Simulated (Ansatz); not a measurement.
A calculation with Ansatz (development build ahead of 0.2.0).

```yaml
crystal:
  periodic: [false, false, false]
  atoms:
    - { symbol: H, position_ang: [0.0, 0.0, -0.59469] }
    - { symbol: H, position_ang: [0.0, 0.0, 0.59469] }
basis:
  gaussian: { orbitals: def2-TZVP }
total_charge: 1
magnetization:
  spin_polarized: true
  initial_magnetization: 1
hamiltonian:
  xc: hf
```

The input is written out in the form of the current development build from the run's settings.

Results

```
Converged                       : yes
Total energy                    : -0.59773 hartree
Spin squared of the determinant : 0.750
```

Caution: the charge can sit on one fragment and break the point group.
